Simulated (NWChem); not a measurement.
Molecule: GeHCl$_{2}$, doublet; SMILES [Cl][GeH][Cl]

Results from NWChem. Spin-unrestricted. In the optimisation the excess spin sits in a' (Cs, its own frame). All runs use the structure optimised with PBE0/def2-SVP, spin-unrestricted. No stability test was run on the SCF state.

For level PBE/def2-SVP:

```
Item                         Result
---------------------------  ------
highest occupied level (eV)   -5.76
dipole (D)                     1.54
```

Question: Estimate the same quantities for level PBE/def2-TZVPD.

Answer: The highest occupied level (eV) is -6.00. The dipole (D) is 1.65.
